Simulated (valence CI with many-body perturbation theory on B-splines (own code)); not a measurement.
**Level structure of Ru³¹⁺**

Calculated by relativistic CI+MBPT: three valence electrons over a frozen Dirac-Fock core [Ne], a basis of 11 s, 11 p, 10 d, 8 f, 5 g, 2 h functions for each j, with the one-electron correlation potential Σ1, the two-electron term Σ2, the three-electron term Σ3, Breit, model QED; selected CI, second order for the rest, scaled by the run's own slope (own B-spline code, finite nucleus).

The last digits are not significant, and no measured levels were compared; by estimate large intervals hold to a few tenths of a per cent, small ones and those within an open d or f shell to about a per cent.

Levels 1 to 45 of 154, with energies above the lowest level, 3s²3p ²P°_1/2. "Leading %" is the weight of the configuration and term that name the level; weights of strongly mixed levels are sums over their largest components and can fall short, so below about 35 % the name and the second component can differ from the true leading terms, or belong to a minority configuration. In the jj column 3d3/2^4 stands for four electrons in 3d with j = 3/2.

```csv
No.,Configuration,Term,J,E (cm⁻¹),Leading %,Leading jj,Second component,g
1,3s²3p,²P°,1/2,0,98,3s^2 3p1/2 (98 %),,0.661
2,3s²3p,²P°,3/2,254440,98,3s^2 3p3/2 (98 %),,1.330
3,3s3p²,⁴P,1/2,584440,80,3s 3p1/2^2 (85 %),16 % 3s3p² ²S,2.473
4,3s3p²,⁴P,3/2,752650,96,3s 3p1/2 3p3/2 (97 %),,1.697
5,3s3p²,⁴P,5/2,814300,60,3s 3p1/2 3p3/2 (89 %),37 % 3s3p² ²D,1.437
6,3s3p²,²D,3/2,912080,72,3s 3p1/2 3p3/2 (79 %),13 % 3s3p² ²P,0.881
7,3s3p²,²P,1/2,984870,70,3s 3p1/2 3p3/2 (80 %),15 % 3s3p² ²S,1.141
8,3s3p²,²D,5/2,1044500,47,3s 3p3/2^2 (80 %),38 % 3s3p² ⁴P,1.349
9,3s²3d,²D,3/2,1198000,61,3s^2 3d3/2 (61 %),36 % 3s3p² ²P,0.995
10,3s3p²,²S,1/2,1241100,68,3s 3p3/2^2 (92 %),24 % 3s3p² ²P,1.711
11,3s²3d,²D,5/2,1284700,81,3s^2 3d5/2 (81 %),15 % 3s3p² ²D,1.203
12,3s3p²,²P,3/2,1287600,49,3s 3p3/2^2 (71 %),24 % 3s²3d ²D,1.080
13,3p³,²P°,3/2,1537800,30,3p1/2^2 3p3/2 (79 %),29 % 3p³ ²D°,1.237
14,3s3p3d,⁴F°,3/2,1639600,82,3s 3p1/2 3d3/2 (90 %),10 % 3s3p3d ²D°,0.537
15,3s3p3d,⁴F°,5/2,1663000,42,3s 3p1/2 3d3/2 (70 %),28 % 3s3p3d ²D°,1.105
16,3s3p3d,⁴F°,5/2,1717900,41,3s 3p1/2 3d5/2 (54 %),28 % 3p³ ²D°,1.151
17,3p³,⁴S°,3/2,1722800,52,3p1/2 3p3/2^2 (71 %),21 % 3p³ ²D°,1.418
18,3s3p3d,⁴F°,7/2,1765600,75,3s 3p1/2 3d5/2 (78 %),16 % 3s3p3d ⁴D°,1.258
19,3s3p3d,⁴D°,3/2,1778600,55,3s 3p1/2 3d3/2 (63 %),29 % 3s3p3d ⁴P°,1.340
20,3s3p3d,⁴D°,1/2,1780400,79,3s 3p1/2 3d3/2 (86 %),12 % 3s3p3d ²P°,0.294
21,3s3p3d,⁴P°,5/2,1788300,48,3s 3p1/2 3d5/2 (78 %),23 % 3s3p3d ⁴D°,1.426
22,3p³,²P°,1/2,1856200,83,3p1/2 3p3/2^2 (83 %),16 % 3s3p3d ²P°,0.659
23,3s3p3d,²F°,5/2,1896800,77,3s 3p1/2 3d5/2 (51 %),17 % 3p³ ²D°,0.933
24,3s3p3d,⁴F°,9/2,1931800,100,3s 3p3/2 3d5/2 (100 %),,1.330
25,3s3p3d,²D°,3/2,1939100,45,3s 3p3/2 3d3/2 (30 %),15 % 3p³ ²D°,0.965
26,3s3p3d,⁴D°,5/2,1965500,61,3s 3p3/2 3d3/2 (82 %),13 % 3s3p3d ⁴P°,1.327
27,3s3p3d,⁴P°,3/2,1968700,41,3s 3p3/2 3d3/2 (76 %),29 % 3s3p3d ⁴D°,1.419
28,3s3p3d,⁴D°,7/2,1969300,73,3s 3p3/2 3d5/2 (49 %),21 % 3s3p3d ⁴F°,1.370
29,3s3p3d,⁴P°,1/2,1969900,90,3s 3p3/2 3d3/2 (97 %),10 % 3s3p3d ⁴D°,2.396
30,3s3p3d,²P°,3/2,1998700,24,3s 3p3/2 3d5/2 (48 %),21 % 3s3p3d ⁴P°,1.386
31,3s3p3d,²D°,5/2,2039500,51,3s 3p3/2 3d5/2 (89 %),30 % 3s3p3d ⁴P°,1.295
32,3s3p3d,²D°,3/2,2096900,60,3s 3p3/2 3d3/2 (45 %),15 % 3p³ ²P°,1.019
33,3s3p3d,²F°,7/2,2112400,97,3s 3p3/2 3d5/2 (68 %),,1.144
34,3s3p3d,²F°,5/2,2187800,82,3s 3p3/2 3d3/2 (85 %),11 % 3s3p3d ²D°,0.910
35,3s3p3d,²F°,7/2,2189700,87,3s 3p3/2 3d5/2 (74 %),9 % 3s3p3d ⁴D°,1.167
36,3s3p3d,²P°,1/2,2193900,86,3s 3p3/2 3d5/2 (45 %),10 % 3s3p3d ⁴D°,0.634
37,3s3p3d,²P°,1/2,2233300,83,3s 3p3/2 3d3/2 (42 %),15 % 3p³ ²P°,0.663
38,3s3p3d,²P°,3/2,2262600,83,3s 3p3/2 3d5/2 (87 %),9 % 3s3p3d ²D°,1.278
39,3s3p3d,²D°,5/2,2271600,70,3s 3p3/2 3d5/2 (81 %),14 % 3s3p3d ²F°,1.139
40,3p³,²P°,3/2,2295700,20,3p3/2^3 (36 %),18 % 3s3p3d ²P°,1.100
41,3p²3d,⁴F,3/2,2403500,51,3p1/2^2 3d3/2 (93 %),19 % 3p²3d ²D,0.702
42,3p²3d,⁴F,5/2,2485200,34,3p1/2^2 3d5/2 (80 %),26 % 3p²3d ⁴D,1.161
43,3p²3d,²F,5/2,2562300,59,3p1/2 3p3/2 3d3/2 (86 %),32 % 3p²3d ⁴F,0.914
44,3p²3d,²P,3/2,2597900,40,3p1/2 3p3/2 3d3/2 (90 %),32 % 3p²3d ⁴F,1.001
45,3p²3d,²F,7/2,2602900,45,3p1/2 3p3/2 3d3/2 (73 %),22 % 3p²3d ²G,1.119
```

Names give the largest LS component (configuration and term), which can be under half, so a name can repeat, a term be missing and a line seem to break the LS rules; names also repeat where a configuration has a term twice.

The ionisation energy to 3s² ¹S0 of the next ion comes out as 1811.5 eV (NIST: 1794 ± 8 eV (semi-empirical), further off than twice its uncertainty). All 154 levels together are meant to be complete up to 7156600 cm⁻¹.
